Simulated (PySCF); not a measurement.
Estimate the missing entries of this data sheet.

Compound: PP3SSS nortricyclane, P₄S₃.
Geometry (PBE0-D3(BJ)/def2-SVP, Å), atoms numbered from 1 in this order:
```
atom  x, y, z in Å
P1     1.2303    1.1324   -0.4655
S2     0.1690    0.1275   -2.0033
P3    -1.1512   -1.1147   -0.9217
P4    -1.5519    0.0598    0.9618
S5    -0.4091    1.8131    0.6944
P6    -0.0057   -1.5795    0.9632
S7     1.8106   -0.5406    0.7026
```

```csv
property,level,value
point group,PBE0-D3(BJ)/def2-SVP,C3v
"rotational constants A, B, C",PBE0-D3(BJ)/def2-SVP,?
dipole moment,wB97X-D/def2-SVPD,0.37 D
HOMO energy,wB97X-D/def2-SVPD,-9.15 eV
LUMO energy,wB97X-D/def2-SVPD,-0.74 eV
lowest singlet excitation,TDDFT wB97X-D/def2-SVPD,?
strongest line among the 10 lowest singlet transitions,TDDFT wB97X-D/def2-SVPD,?
lowest triplet excitation (Tamm–Dancoff),TDA wB97X-D/def2-SVPD,?
static isotropic polarisability,wB97X-D/def2-SVPD,?
vertical ionisation energy,ΔSCF wB97X-D/def2-SVPD,9.22 eV
vertical electron affinity,ΔSCF wB97X-D/def2-SVPD,0.66 eV
electronic spatial extent ⟨r²⟩ about the centre of nuclear charge,wB97X-D/def2-SVPD,1599 bohr²
"isotropic shieldings of nuclei other than C and H, by class",GIAO PBE0/pcSseg-1,?
```

The electronic properties come from PySCF, for the isolated species, density fitting.

Q: Give the isotropic shieldings of nuclei other than C and H, by class.

A: 219 (P1), 442 (P3/P4/P6), 344 (S2/S5/S7) ppm.

Q: Give the lowest singlet excitation.

A: 3.94 eV (315 nm, f = 0.002 summed over 2 states within 0.01 eV).

Q: What is the strongest line among the 10 lowest singlet transitions?

A: S8/S9 at 5.37 eV (231 nm, f = 0.010 summed over these states).

Q: Give the static isotropic polarisability.

A: 143.2 au.

Q: Give the lowest triplet excitation (Tamm–Dancoff).

A: 3.63 eV.

Q: The rotational constants A, B, C?

A: 1.027, 0.922, 0.922 GHz.

The polarisability is 21.22 Å³ as a volume (1 au = 0.148185 Å³), or 1.33 au for each of the 108 electrons. The principal polarisabilities are 139.6, 139.6 and 150.3 au; their mean is the isotropic value. In atomic units the dipole is 0.15 e·bohr (1 au = 2.5417 D). −ε(LUMO) is 0.74 eV against a ΔSCF electron affinity of 0.66 eV.

One conformer stands for the species.
